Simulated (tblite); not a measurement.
Compound: C3H11GeNSi.
Numbering: `[GeH3:1][NH:2][SiH2:3][CH:4]1[CH2:5][CH2:6]1` (hydrogens: H7, H8, H9 on Ge1; H10 on N2; H11, H12 on Si3; H13 on C4; H14, H15 on C5; H16, H17 on C6)

Computed with GFN2-xTB (tblite), gas phase: L-BFGS steps from a force-field or distance-geometry start until the largest atomic force falls under 0.01 eV/Å.

Step 29: E = -506.1177 eV
```
atom  x, y, z in Å  |  force x, y, z in eV/Å
Ge1     2.4193    0.7208    0.4621   -0.032   0.014  -0.007
N2      1.3750   -0.5058    1.2936   -0.074   0.011  -0.011
Si3    -0.0202   -1.2662    0.5960   -0.029   0.003   0.005
C4     -1.2507    0.0924    0.1653   -0.005  -0.025   0.018
C5     -2.2547   -0.1327   -0.9288    0.001  -0.022   0.023
C6     -1.1419    0.8356   -1.1377    0.047   0.002   0.038
H7      1.5894    1.9267    0.1617    0.015  -0.004   0.020
H8      3.5441    1.0489    1.3923    0.002   0.003   0.014
H9      2.9636    0.1775   -0.8276    0.027  -0.001  -0.030
H10     1.8011   -1.0042    2.0556    0.032  -0.034  -0.007
H11    -0.5387   -2.1866    1.6169    0.018   0.060  -0.009
H12     0.3041   -2.0146   -0.6317    0.010   0.018   0.011
H13    -1.6069    0.6886    0.9987    0.014  -0.019  -0.002
H14    -3.2570    0.2473   -0.8002   -0.017   0.014  -0.001
H15    -2.2131   -1.0692   -1.4626   -0.032  -0.036  -0.023
H16    -0.3493    0.5625   -1.8187    0.031  -0.008  -0.028
H17    -1.3713    1.8910   -1.1449   -0.007   0.024  -0.009
```

Step 30: E = -506.1187 eV
```
atom  x, y, z in Å  |  force x, y, z in eV/Å
Ge1     2.4183    0.7198    0.4614   -0.033   0.039   0.000
N2      1.3707   -0.5020    1.2961   -0.044  -0.003   0.011
Si3    -0.0210   -1.2659    0.5948   -0.026   0.003   0.038
C4     -1.2520    0.0911    0.1645   -0.013  -0.033   0.028
C5     -2.2563   -0.1330   -0.9295    0.002  -0.018   0.021
C6     -1.1424    0.8337   -1.1382    0.058   0.011   0.050
H7      1.5950    1.9308    0.1643    0.002  -0.010   0.009
H8      3.5417    1.0514    1.3909    0.016  -0.005   0.026
H9      2.9657    0.1780   -0.8267    0.024  -0.006  -0.039
H10     1.8069   -1.0086    2.0484    0.006  -0.023  -0.031
H11    -0.5432   -2.1823    1.6169    0.020   0.050  -0.007
H12     0.3093   -2.0162   -0.6288    0.008   0.008  -0.009
H13    -1.6083    0.6851    0.9994    0.017  -0.013  -0.008
H14    -3.2570    0.2509   -0.7997   -0.018   0.002  -0.006
H15    -2.2166   -1.0690   -1.4643   -0.037  -0.033  -0.019
H16    -0.3478    0.5588   -1.8160    0.024   0.001  -0.038
H17    -1.3701    1.8892   -1.1432   -0.005   0.030  -0.023
```

Step 31: E = -506.1194 eV
```
atom  x, y, z in Å  |  force x, y, z in eV/Å
Ge1     2.4166    0.7194    0.4609   -0.019   0.041   0.005
N2      1.3660   -0.4985    1.2998   -0.006  -0.006   0.029
Si3    -0.0222   -1.2653    0.5944   -0.012   0.003   0.044
C4     -1.2534    0.0896    0.1642   -0.017  -0.029   0.022
C5     -2.2577   -0.1335   -0.9299    0.011  -0.006   0.010
C6     -1.1418    0.8326   -1.1377    0.046   0.005   0.045
H7      1.5994    1.9339    0.1664   -0.014  -0.008  -0.002
H8      3.5402    1.0540    1.3895    0.018  -0.015   0.029
H9      2.9670    0.1769   -0.8265    0.015  -0.004  -0.032
H10     1.8129   -1.0140    2.0408   -0.020  -0.011  -0.052
H11    -0.5475   -2.1783    1.6163    0.016   0.029   0.006
H12     0.3153   -2.0155   -0.6264    0.002   0.001  -0.019
H13    -1.6095    0.6823    0.9997    0.012  -0.003  -0.002
H14    -3.2577    0.2534   -0.7997   -0.005  -0.008  -0.011
H15    -2.2200   -1.0699   -1.4651   -0.036  -0.016  -0.010
H16    -0.3455    0.5561   -1.8137    0.007   0.010  -0.035
H17    -1.3690    1.8886   -1.1428    0.000   0.016  -0.027
```

Step 32: E = -506.1198 eV
```
atom  x, y, z in Å  |  force x, y, z in eV/Å
Ge1     2.4155    0.7199    0.4607    0.000   0.024   0.006
N2      1.3631   -0.4965    1.3019    0.014   0.005   0.025
Si3    -0.0231   -1.2653    0.5949    0.006   0.001   0.026
C4     -1.2546    0.0882    0.1643   -0.012  -0.017   0.015
C5     -2.2584   -0.1338   -0.9300    0.012   0.001  -0.004
C6     -1.1407    0.8321   -1.1367    0.025  -0.002   0.025
H7      1.6016    1.9357    0.1676   -0.026   0.001  -0.009
H8      3.5397    1.0553    1.3894    0.012  -0.021   0.024
H9      2.9682    0.1764   -0.8270    0.005   0.004  -0.015
H10     1.8160   -1.0171    2.0360   -0.025  -0.010  -0.051
H11    -0.5496   -2.1756    1.6164    0.009   0.010   0.022
H12     0.3184   -2.0153   -0.6254   -0.004   0.002  -0.014
H13    -1.6098    0.6805    1.0000    0.004   0.004   0.007
H14    -3.2585    0.2544   -0.7999    0.012  -0.011  -0.014
H15    -2.2230   -1.0708   -1.4656   -0.029   0.003  -0.002
H16    -0.3439    0.5551   -1.8130   -0.009   0.013  -0.020
H17    -1.3680    1.8888   -1.1434    0.006  -0.008  -0.022
```

Task: Estimate the geometry and energy of step 33. (The exact step hangs on the optimiser's Hessian estimate; all steps are aligned on step 32, rigid shifts and turns removed.)

Result: E = -506.1201 eV, largest force 0.044 eV/Å
```
atom  x, y, z in Å  |  force x, y, z in eV/Å
Ge1     2.4152    0.7209    0.4606    0.015   0.004   0.005
N2      1.3618   -0.4955    1.3022    0.015   0.020   0.008
Si3    -0.0236   -1.2657    0.5955    0.018  -0.002   0.003
C4     -1.2554    0.0867    0.1646   -0.003  -0.004   0.004
C5     -2.2587   -0.1339   -0.9301    0.012   0.007  -0.010
C6     -1.1393    0.8318   -1.1357    0.002  -0.011   0.004
H7      1.6025    1.9368    0.1683   -0.033   0.009  -0.012
H8      3.5396    1.0550    1.3906    0.005  -0.023   0.018
H9      2.9698    0.1774   -0.8279   -0.004   0.010   0.002
H10     1.8166   -1.0181    2.0332   -0.016  -0.018  -0.037
H11    -0.5499   -2.1738    1.6179    0.004  -0.003   0.031
H12     0.3190   -2.0162   -0.6252   -0.009   0.007  -0.001
H13    -1.6094    0.6791    1.0003   -0.003   0.008   0.012
H14    -3.2589    0.2547   -0.8002    0.021  -0.007  -0.013
H15    -2.2259   -1.0712   -1.4663   -0.017   0.015   0.004
H16    -0.3433    0.5552   -1.8136   -0.017   0.011  -0.004
H17    -1.3670    1.8889   -1.1441    0.009  -0.023  -0.012
```

The energy changes by -0.0003 eV. The first-order estimate −F·Δx gives -0.0004 eV and the mean of the old and new forces, exact on a quadratic surface, -0.0003 eV. The step makes an angle of 57° with the force vector and moves no atom by more than 0.003 Å.

What follows is the cost of the whole relaxation. On one thread, Arm Neoverse V1 (aarch64), no GPU (shared host), this took 0.9 s.
